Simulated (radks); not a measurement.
Problem. All-electron atom: Ti3+ in [Ar] 3d1 (the NIST ground configuration). All-electron calculation, scalar-relativistic Kohn-Sham, PBE, spin-polarised, spherical densities, finite nucleus; open shells are filled with parallel spins first; Fermi nuclear charge, rms radius 3.5921 fm. Program: a radial shooting solver on a logarithmic mesh with Libxc functionals. Some entries of the table are withheld. Estimate them.

orbital  occ.  eigenvalue (eV)  r(max) (bohr)
1s down     1        -4902.340        0.04555
1s up       1        -4902.332        0.04555
2s up       1        -571.0679         0.2689
2s down     1        -570.7045         0.2688
2p up       3        -478.3105         0.2196
2p down     3        -478.0299         0.2196
3s up       1              (1)         0.8650
3s down     1              (2)         0.8650
3p up       3              (3)         0.8936
3p down     3              (4)         0.8936
3d up       1         -35.1774         0.9245
3d down     0         -34.1144         0.9258

Solution. 
(1) 3s up eigenvalue (eV): -95.5617
(2) 3s down eigenvalue (eV): -94.4345
(3) 3p up eigenvalue (eV): -71.4333
(4) 3p down eigenvalue (eV): -70.3218
